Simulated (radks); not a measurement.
The promethium ion Pm3+, 58 electrons, occupied as [Kr] 4d10 4f4 5s1 5p6 6p1 (not the ground configuration). All-electron calculation, Dirac Kohn-Sham, exchange-only B88, spin-unpolarised, spherical densities, finite nucleus; open shells fill j = l - 1/2 first; Fermi nuclear charge, rms radius 4.962 fm. Program: a radial shooting solver on a logarithmic mesh with Libxc functionals.

Normalised radial functions P(r) = r R(r) (large component), r in bohr:

```
   r/bohr * 4d3/2 (the largest magnitude, 1.34, reaches the edge; | marks zero)
 0.002383                             *
 0.002774                             *
 0.003229                             *
 0.003759                             *
 0.004342                             *
 0.005054                             *
 0.005884                             *
  0.00685                             *
 0.007975                             *
 0.009284                             *
  0.01081                             *
  0.01258                             *
  0.01465                             *
  0.01705                             *
  0.01985                             |*
  0.02311                             |*
   0.0269                             |*
  0.03132                             | *
  0.03646                             | *
  0.04245                             |  *
  0.04941                             |   *
  0.05753                             |    *
  0.06697                             |      *
  0.07796                             |        *
  0.09076                             |          *
   0.1048                             |            *
    0.122                             |              *
   0.1421                             |              *
   0.1654                             |              *
   0.1925                             |            *
   0.2241                             |        *
   0.2609                             |   *
   0.3038                          *  |
   0.3536                  *          |
   0.4117          *                  |
   0.4793     *                       |
   0.5579  *                          |
   0.6495  *                          |
   0.7562     *                       |
   0.8803          *                  |
    1.025               *             |
    1.193                    *        |
    1.389                       *     |
    1.617                          *  |
    1.882                            *|
    2.191                            *|
    2.531                             *
    2.946                             *
     3.43                             *
    3.993                             *
    4.648                             *
    5.411                             *
      6.3                             *
    7.334                             *
    8.538                             *
    9.939                             *
    11.57                             *
```

4d3/2: eigenvalue -162.16 eV, 1 radial node at r = 0.283 bohr, <r> = 0.679 bohr, 90 % of the charge inside 1.02 bohr.
